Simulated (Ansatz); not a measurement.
Mulliken charges of H5O2Si2, SMILES `O[SiH][SiH2]O` radical from r2SCAN/def2-TZVPP in Ansatz (PBE0-D4/def2-TZVP geometry).

| atom | x (Å) | y (Å) | z (Å) | charge (e) |
| --- | --- | --- | --- | --- |
| O1 | 0.700 | -0.466 | 2.150 | -0.395 |
| Si2 | -0.236 | -0.845 | 0.835 | 0.228 |
| Si3 | 0.143 | 0.729 | -0.864 | 0.437 |
| O4 | -1.139 | 0.729 | -1.908 | -0.412 |
| H5 | 0.897 | -1.174 | 2.765 | 0.203 |
| H6 | -0.008 | -2.278 | 0.454 | -0.087 |
| H7 | 1.325 | 0.445 | -1.716 | -0.077 |
| H8 | 0.330 | 2.048 | -0.195 | -0.095 |
| H9 | -2.012 | 0.812 | -1.521 | 0.198 |

Task: By hand: the dipole of these point charges (1 e Å = 4.8032 D).

Result: Σ q r = (-0.148, -0.099, 0.121) e Å, of length 0.215 e Å = 1.03 D.

Task: How does the dipole of the full density compare? (An estimate is asked.)

Result: Ansatz gave: (-0.132, -0.202, 0.309) e Å, 1.88 D; the point charges give 0.55 times that, at 24° from its direction.

Point charges leave out the atoms' own dipoles, such as those of lone pairs, and Mulliken's split depends on the basis, so the two needn't agree.
